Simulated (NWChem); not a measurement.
Molecule: C2H3AuN, doublet; SMILES C[N+]#[C-]->[Au]

In the optimisation the excess spin sits in a' (Cs, its own frame). No frequency run checked for a minimum. The spin multiplicity was typed, not searched, and may not be the lowest. def2 effective core potentials on Au; no spin-orbit coupling.

Task: Give the equilibrium geometry at PBE0/def2-SVP with def2 effective core potentials on Au, spin-unrestricted (NWChem) as an XYZ file, with the point group.

Result: point group Cs; any orientation.
```
7

Au    -0.1397     0.8486     0.0000
C     -0.0949    -3.5949     0.0000
N      0.2383    -2.2301     0.0000
C      0.4866    -1.0842     0.0000
H     -0.6881    -3.8372     0.8943
H      0.8162    -4.2118     0.0000
H     -0.6881    -3.8372    -0.8943
```
